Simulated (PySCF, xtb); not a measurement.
Noncovalent pair: NH3 (SMILES N) (first 4 atoms) with C2H6O (SMILES COC); geometry from B3LYP-D3(BJ)/def2-TZVP, rigid monomers moved along the line of their centres of mass till H4···O6 is 1.97 Å.
(charge 0, multiplicity 1):
```xyz
13

N      0.49795    -0.02045     0.16662
H     -0.03699     0.56947    -0.46041
H      0.69135    -0.88318    -0.32900
H     -0.09862    -0.24790     0.95762
C     -0.31026     1.16087     3.09567
O     -0.43528    -0.23501     2.90228
C      0.73095    -0.93412     3.29286
H      0.51002     1.57034     2.49489
H     -0.13207     1.39809     4.15192
H     -1.24848     1.61700     2.78287
H      1.59729    -0.61798     2.70041
H      0.54591    -1.99393     3.12339
H      0.94855    -0.77477     4.35633
```

Counterpoise-corrected where a basis set is named; no monomer relaxation. Rows marked so take none.

Rows in 3-21G carry no dispersion term and start afresh at each structure.

The values were computed with PySCF for 3-21G rows; xtb for the GFN methods. 

Problem. One of these levels gives -22.9 kJ/mol for the interaction energy. Which one is it?
A. B3LYP/3-21G (no counterpoise)
B. HF/3-21G (no counterpoise)
C. GFN2-xTB
D. GFN-FF

Solution. B, HF/3-21G (no counterpoise). The others give -11.5 (GFN-FF), -9.2 (GFN2-xTB), -33.0 (B3LYP/3-21G (no counterpoise))
